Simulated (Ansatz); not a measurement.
Species: C$_{5}$H$_{7}$, charge -1, multiplicity 1. It need not be the lowest isomer of its formula. Whether it binds its extra electron was not tested at this geometry. 
Structure (B3LYP-D3(BJ)/def2-TZVP (Ansatz, a first-principles code) minimum search):
SMILES: C=C/C=[C-]\C
```xyz
12

C      2.3200    -0.2134     0.1587
C      0.9729    -0.2872     0.1484
C      0.0464     0.7316    -0.3013
C     -1.3181     0.7146    -0.3357
C     -2.0288    -0.5295     0.1575
H      2.9397    -1.0294     0.5152
H      2.8364     0.6760    -0.1936
H      0.5348    -1.2122     0.5178
H      0.5595     1.6351    -0.6596
H     -2.7212    -0.2552     0.9648
H     -2.6724    -0.9201    -0.6421
H     -1.4318    -1.3914     0.5323
```
Charge -1, spin multiplicity 1.

Basis-set convergence of Hartree-Fock and CCSD(T) correlation energies (hartree) with Ansatz. Correlated levels leave the core frozen unless marked. Spin-orbit coupling is left out. No relativistic terms. This anion needs diffuse functions, which these sets lack.

The Hartree-Fock reference is unstable (checked in the largest basis), which strains HF and MP2. 

```tsv
basis	functions	E(HF)	E(corr, CCSD(T))	rough core time
cc-pVDZ	105	-193.29778	-0.76500	under 20 s
cc-pVTZ	248	___	___	3 min
```

### Question
Complete the blanks.

### Answer

- cc-pVTZ, E(HF): -193.35483
- cc-pVTZ, E(corr, CCSD(T)): -0.91794
